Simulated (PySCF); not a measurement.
Run record: excited-state job, propargyl bromide, `C(Br)C#C`.

Computed with TDDFT PBE0/def2-SVPD, vertical, gas phase, core orbitals frozen in the response (PySCF 2.14.0, density-fitted response routines). Geometry: GFN2-xTB. The input is one job of a driver script: a line of settings, then coordinates in Å.

Input:
```
{"job": {"kind": "uv", "xc": "PBE0", "basis": "def2-SVPD", "nstates": 8, "ntriplets": 3}, "charge": 0, "multiplicity": 1}
C      1.595894    -0.599095     0.358475
C      0.468622    -0.299219     0.089417
C     -0.866650     0.124008    -0.224108
Br    -1.049787     2.087728    -0.044996
H      2.575836    -0.892845     0.589056
H     -1.594794    -0.308401     0.462799
H     -1.125787    -0.107271    -1.257721
```

Question: Give the output.

Answer: 
```
coarse grid: 30288 points
cycle   1  E = -2689.3437134977  dE = -6.817e-01  |g| = 3.115e-01  |ddm| = 7.021e+00
cycle   2  E = -2689.3383108789  dE =  5.403e-03  |g| = 3.350e-01  |ddm| = 1.725e+00
cycle   3  E = -2689.3647999821  dE = -2.649e-02  |g| = 1.240e-01  |ddm| = 6.278e-01
cycle   4  E = -2689.3684732385  dE = -3.673e-03  |g| = 3.730e-02  |ddm| = 1.778e-01
cycle   5  E = -2689.3688049203  dE = -3.317e-04  |g| = 6.924e-03  |ddm| = 6.320e-02
cycle   6  E = -2689.3688145773  dE = -9.657e-06  |g| = 2.466e-03  |ddm| = 2.070e-02
final grid: 62816 points
cycle   7  E = -2689.3688083201  dE =  1.365e-06  |g| = 3.378e-03  |ddm| = 1.199e-02
cycle   8  E = -2689.3688050607  dE =  3.259e-06  |g| = 4.926e-03  |ddm| = 1.252e-02
cycle   9  E = -2689.3688115237  dE = -6.463e-06  |g| = 7.014e-04  |ddm| = 7.255e-03
cycle  10  E = -2689.3688116500  dE = -1.262e-07  |g| = 1.213e-04  |ddm| = 9.302e-04
cycle  11  E = -2689.3688116534  dE = -3.428e-09  |g| = 1.205e-05  |ddm| = 1.870e-04
cycle  12  E = -2689.3688116534  dE = -4.320e-11  |g| = 1.755e-06  |ddm| = 2.488e-05
converged SCF energy = -2689.3688116534

Static polarisability (au): isotropic 57.631, principal 42.892 50.646 79.355

Singlet excitations
state   eV       nm        f      main configurations
  1   5.2948    234.2   0.00005   H-1->L 0.97
  2   5.4181    228.8   0.02080   H->L 0.86, H-3->L 0.12
  3   5.6974    217.6   0.00109   H-2->L 0.95
  4   6.1924    200.2   0.10416   H-3->L 0.78, H->L 0.08
  5   6.9044    179.6   0.00132   H->L+2 0.66, H-3->L+2 0.29
  6   7.3079    169.7   0.00753   H->L+1 0.81
  7   7.3656    168.3   0.02768   H-1->L+1 0.95
  8   7.6958    161.1   0.12923   H-1->L+2 0.52, H-3->L+1 0.25, H->L+1 0.11

Triplet excitations (Tamm-Dancoff, eV): 4.5553 4.7387 5.0347
```

The SCF starts on a coarse grid where the log names one; the energy can jump when the final grid takes over, and dE then counts from the start density on the new grid. H and L stand for HOMO and LUMO; the number after each pair is its weight.

Question: Which computed singlet has the largest oscillator strength, and what do all of them sum to?

Answer: State 8 at 7.70 eV (161 nm), f = 0.129; the 8 states sum to 0.292.

Question: How does the lowest singlet excitation compare with the HOMO–LUMO gap?

Answer: HOMO -8.04 eV and LUMO -1.20 eV give a gap of 6.84 eV; S1 at 5.29 eV lies 1.55 eV below it.

Summary of the converged run: HOMO -8.04 eV, LUMO -1.20 eV; lowest singlet 5.29 eV; lowest triplet 4.56 eV (Tamm–Dancoff); mean polarisability 57.6 au.

 Relativistic effects, spin–orbit coupling among them, are left out although an element past zinc is present.

The run took 10 s on an x86-64 server with one thread, shared host.
Labels such as C1 count atoms from 1, the log's own numbers from 0.
